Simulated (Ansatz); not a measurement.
The cluster ZrGe10 (the lowest singlet isomer of a short search). Total charge 0; singlet. Geometry r2SCAN-D4/def2-SVP, basis def2-TZVP, Ansatz.

```xyz
11

Zr   -0.2855    0.9323   -0.7130
Ge   -0.1153   -1.1655   -2.4655
Ge   -1.3729    0.4961    2.1724
Ge   -0.6686   -1.8650    0.3290
Ge    0.2100    2.3080    1.6243
Ge    2.3700    1.4254    0.7953
Ge    1.7795   -1.2042   -0.5651
Ge    0.9718   -0.5622    1.8581
Ge    2.2827    1.0159   -1.6417
Ge   -2.7602    0.1733    0.1529
Ge   -2.4116   -1.5542   -1.5468
```

| run | HOMO (eV) | LUMO (eV) |
| --- | --- | --- |
| A | -6.69 | -2.74 |
| B | -5.85 | -3.50 |
| C | -5.11 | -3.89 |
| D | -5.36 | -4.00 |

In the def2 sets Zr takes a core potential; there is no spin–orbit coupling. Single mean-field runs in def2-TZVP are fitted with def2-universal-jkfit. No other spin state of charge 0 was run. The structure comes from a short search, and lower isomers may exist.

Q: The runs used CAM-B3LYP, PBE, PBE0, r2SCAN. Estimate which is which.

A: A CAM-B3LYP (range-separated); B PBE0 (25 % exact exchange); C PBE (0 % exact exchange); D r2SCAN (0 % exact exchange). Exact exchange lowers occupied and raises empty levels; among semilocal functionals meta-GGAs tend to open the gap a little, and such runs are hard to tell apart. The gap grows from 1.23 eV (PBE) to 3.95 eV (CAM-B3LYP). The restricted singlet is unstable towards broken spin symmetry in Hartree–Fock (as tested in another run); at CAM-B3LYP-D4/def2-TZVP, PBE0-D4/def2-TZVP, PBE-D4/def2-TZVP, r2SCAN-D4/def2-TZVP this wasn't settled.
